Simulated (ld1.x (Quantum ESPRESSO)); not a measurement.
**Transferability test, TM potential for Sb**

| Item | Value |
| --- | --- |
| Element | antimony (Sb) |
| Generator | ld1.x (Quantum ESPRESSO) 7.5 |
| Type | norm-conserving Troullier–Martins (Kleinman–Bylander form) |
| Functional | PBE |
| Relativity | scalar-relativistic |
| Frozen core | [Kr] 4d10 |
| Valence charge | 5 |
| Reference configuration | 5s2 5p3 |
| Partial waves | 5s (bound): rc 2.05 bohr; 5p (bound): rc 2.30 bohr |
| Local potential | the p channel |
| Core correction | a·sin(br)/r model core inside 1.40 bohr |

Energies are relative to the spin-unpolarised reference configuration 5s2 5p3; without spin polarisation the order of configurations can differ from experiment.

```json
{"valence configuration": "5s2 5p2", "charge": "+1", "ΔE all-electron (eV)": "8.317", "error AE − PS (meV)": "-4.7"}
{"valence configuration": "5s2 5p1", "charge": "+2", "ΔE all-electron (eV)": "24.285", "error AE − PS (meV)": "-32"}
{"valence configuration": "5s2 5p0", "charge": "+3", "ΔE all-electron (eV)": "48.698", "error AE − PS (meV)": "-122"}
{"valence configuration": "5s1 5p0", "charge": "+4", "ΔE all-electron (eV)": "92.991", "error AE − PS (meV)": "-446"}
{"valence configuration": "5s1 5p3", "charge": "+1", "ΔE all-electron (eV)": "17.049", "error AE − PS (meV)": "-25"}
```

Problem. What are ΔE and the potential's error for 5s2 5p2.5?

Solution. ΔE = 3.262 eV all-electron; the error (AE − PS) is -1.1 meV.

Problem. What are ΔE and the potential's error for 5s0 5p5?

Solution. ΔE = 16.431 eV all-electron; the error (AE − PS) is -52 meV.

Levels in the configuration 5s1 5p3:

| level | all-electron (eV) | pseudo (eV) |
| --- | --- | --- |
| 5s | -21.464 | -21.516 |
| 5p | -12.645 | -12.665 |
